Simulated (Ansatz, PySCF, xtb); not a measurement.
Breaking the C2–H6 bond in CH6Ge (SMILES [CH3][GeH3]) (multiplicity 1 held, fragments rigid). Energies count from the point at 1.090 Å.
Geometry at that point (charge 0, multiplicity 1):
```csv
atom,x (Å),y (Å),z (Å)
Ge,-0.3884,0.0464,-0.0085
C,1.5631,-0.1868,0.0343
H,-1.0136,-0.8660,-1.0809
H,-0.7462,1.5081,-0.3384
H,-1.0010,-0.3122,1.3588
H,1.8133,-1.2212,0.2678
H,2.0026,0.4595,0.7934
H,1.9937,0.0675,-0.9337
```

R- and RO- levels are restricted; in cc, def2 and unpolarised 6-31G sets they are followed outwards from rest. U- levels take the lowest unrestricted solution at each point, which mixes spins at long bonds. Levels need not reach the same state.

Rows in LANL2DZ carry no dispersion term and start afresh at each structure. LANL2DZ brings its own core potentials from Na on.

Programs: Ansatz (Gaussian orbitals); PySCF for LANL2DZ rows; xtb for the GFN methods.  The GFN methods have no spin term and hold the electronic entropy of 300 K.

One of these levels gives 116.12 kcal/mol for the energy at R = 3.487 Å. Name it.
A. GFN2-xTB
B. R-PBE/cc-pVTZ
C. U-B3LYP/LANL2DZ

C, U-B3LYP/LANL2DZ. The others give 128.10 (GFN2-xTB), 139.48 (R-PBE/cc-pVTZ)

Doubts at one or more of the structures used: a restricted determinant that unrestricted orbitals would lower (R-PBE/cc-pVTZ); a spin-contaminated determinant (U-B3LYP/LANL2DZ).

Ansatz is a quantum-chemistry and plane-wave program.
